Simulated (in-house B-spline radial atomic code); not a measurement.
The numbers below are computed, except where a source is named.
# Ghost states of the separable form: Ca

Ca, [Ar] 4s2, non-relativistic LDA (VWN5), spherical and spin-unpolarised, from a B-spline radial code for spherical atoms (atomic units; all potentials screened as in the neutral atom).

Troullier-Martins channels: 4s (ε = -0.1414, r_c = 2.88 bohr), 3p (ε = -1.0306, r_c = 0.903 bohr). In the Kleinman-Bylander form one channel serves as the local potential, and each other channel l becomes |δV u><u δV|/<u|δV|u>, with δV = V_l − V_local and u the pseudo-orbital. Its strength is E_KB = <u|δV²|u>/<u|δV|u>. By the analysis of Gonze, Stumpf and Scheffler a spurious state lies below the reference level ε if E_KB > 0 and ε is above the second level of the local potential alone, or if E_KB < 0 and ε is above its first. The table's levels are those of angular momentum l in a sphere of 9 bohr, whose wall can lift a shallow ε a little above its free-atom value.

| local | channel | <u δV u> | <u δV² u> | ε | first local level | second local level |
| --- | --- | --- | --- | --- | --- | --- |
| s | p | -3.1551 | 13.202 | -1.0306 | -0.0525 | 0.1988 |
| p | s | 0.11816 | 0.24232 | -0.1385 | -3.1738 | -0.4138 |

Problem. Apply the rule to each row.

Solution. Local s, channel p: E_KB = -4.18, so ε = -1.0306 is set against -0.0525: no ghost. Local p, channel s: E_KB = +2.05, so ε = -0.1385 is set against -0.4138: a ghost.

Diagonalising the separable Hamiltonian gives:

```json
{"local": "s", "channel": "p", "three lowest levels": "-1.0306, -0.0198, 0.2568", "all-electron, two lowest valence levels": "-1.0306, -0.0402"}
{"local": "p", "channel": "s", "three lowest levels": "-2.0320, -0.1385, 0.1242", "all-electron, two lowest valence levels": "-0.1385, 0.1261"}
```

Problem. Which choices of local channel are safe?

Solution. Free of ghosts: s. With p local the s channel has a ghost 1.89 hartree below ε, since the local potential binds more than one state below ε, and a repulsive term of rank one raises each level at most to the next, so it clears only one of them. Among the safe choices the second level, which tests transfer, is off by at most 20.4 millihartree (s local).
